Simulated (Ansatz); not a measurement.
Reaction (atomization): `C[SiH](Cl)CF` → 2 C• + Cl• + F• + 6 H• + Si•

Computed with Ansatz on PBE0-D4/def2-TZVP structures; ΔE is electronic, products minus reactants. CCSD(T)/CBS adds triple-zeta CCSD(T) − MP2 to the extrapolated MP2 energy (def2 sets, frozen cores). This one scheme is used for every species, atoms too. DFT in def2-TZVPP. B3LYP here is the variant with VWN-RPA as its local correlation; programs differ in this. Open shells (•) are unrestricted, without spin–orbit coupling. Spin–orbit coupling would lower the free atoms: a little for C, Cl, F, Si. Each species was taken in one conformer, which may not be the lowest.

Task: What is ΔE at CCSD(T)/CBS? (An estimate is asked.)

Result: Computed: +3981.9 kJ/mol.

Task: What do these levels give: PBE-D4, r2SCAN-D4, ωB97X-V, B2PLYP, PBE0, B3LYP, HF/def2-TZVPP, SCS-MP2/def2-TZVPP, CCSD(T)/def2-TZVPP, MP2/def2-QZVPP, SCS-MP2/def2-QZVPP, CCSD/CBS(def2)? (Best estimate.)

Result: Computed: PBE-D4 4034.4, r2SCAN-D4 3992.3, ωB97X-V 3995.7, B2PLYP 3929.4, PBE0 3963.0, B3LYP 3930.5, HF/def2-TZVPP 2985.4, SCS-MP2/def2-TZVPP 3916.5, CCSD(T)/def2-TZVPP 3880.0, MP2/def2-QZVPP 3998.8, SCS-MP2/def2-QZVPP 3982.8, CCSD/CBS(def2) 3930.9 kJ/mol.

Largest T1 diagnostic among the species: 0.012.

The D4 term adds +37.4 kJ/mol with B3LYP and +19.7 kJ/mol with PBE0; it sums over pairs of atoms, weighted by their polarisabilities, and B3LYP, whose exchange is more repulsive, gets the larger term. In def2-TZVPP, CCSD(T) changes the Hartree–Fock value by +894.6 kJ/mol (the triples alone add +51.0 kJ/mol) and MP2 by +953.2 kJ/mol; breaking electron pairs costs correlation energy, which Hartree–Fock lacks. From PBE to PBE0 (25 % exact exchange), in def2-TZVPP and without D4, ΔE moves by −48.1 kJ/mol: exact exchange takes away binding that semilocal exchange gives to molecules.

For atomizations the MP2-based limit and the directly extrapolated one differ by several kJ/mol either way, and by 10 to 25 for some Ge, Se and Sn compounds, so smaller differences from it don't rank the levels.
